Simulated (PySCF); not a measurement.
C8H10S, SMILES CSc1cccc(C)c1, GFN2-xTB optimised geometry.

```
19

C     -3.02    -1.79     0.02
S     -1.25    -2.16     0.01
C     -0.47    -0.57     0.00
C     -1.16     0.63     0.00
C     -0.45     1.82     0.00
C      0.93     1.82     0.00
C      1.63     0.62     0.00
C      3.13     0.61    -0.01
C      0.92    -0.57     0.00
H     -3.52    -2.76     0.03
H     -3.29    -1.24    -0.88
H     -3.28    -1.23     0.91
H     -2.24     0.66     0.00
H     -0.99     2.76     0.00
H      1.47     2.75     0.00
H      3.52    -0.37     0.26
H      3.52     1.35     0.68
H      3.49     0.86    -1.01
H      1.44    -1.52     0.00
```

Density from PBE0/def2-SVP in PySCF at that geometry.

Minimum of the electron density along straight lines between bonded atoms, close to the bond critical point (lines longer than 1.1 times the sum of covalent radii, or with two minima, are not listed):

```tsv
bond	length / Å	ρ at the minimum / e bohr⁻³	∇²ρ there / e bohr⁻⁵	position (fraction from the first atom)
C1–S2	1.815	0.180	-0.32	0.46
S2–C3	1.769	…	…	0.53
C3–C4	1.386	0.309	-0.78	0.51
C4–C5	1.385	0.310	-0.79	0.50
C5–C6	1.381	0.313	-0.80	0.50
C6–C7	1.392	0.308	-0.78	0.50
C7–C8	1.498	0.255	…	0.51
C3–C9	1.392	0.307	-0.78	0.51
C7–C9	1.383	0.312	-0.79	0.50
C1–H10	1.086	0.279	-1.05	0.64
C1–H11	1.086	0.280	-1.06	0.64
C1–H12	1.086	0.280	-1.05	0.64
C4–H13	1.078	0.284	-1.07	0.63
C5–H14	1.080	0.283	-1.08	0.63
C6–H15	1.080	0.282	-1.06	0.63
C8–H16	1.087	0.277	-1.02	0.63
C8–H17	1.088	0.276	-1.01	0.63
C8–H18	1.090	0.274	-0.99	0.63
C9–H19	1.080	0.283	-1.07	0.63
```

What belongs in the gaps?


- S2–C3, ρ at the minimum / e bohr⁻³: 0.198
- S2–C3, ∇²ρ there / e bohr⁻⁵: -0.40
- C7–C8, ∇²ρ there / e bohr⁻⁵: -0.60
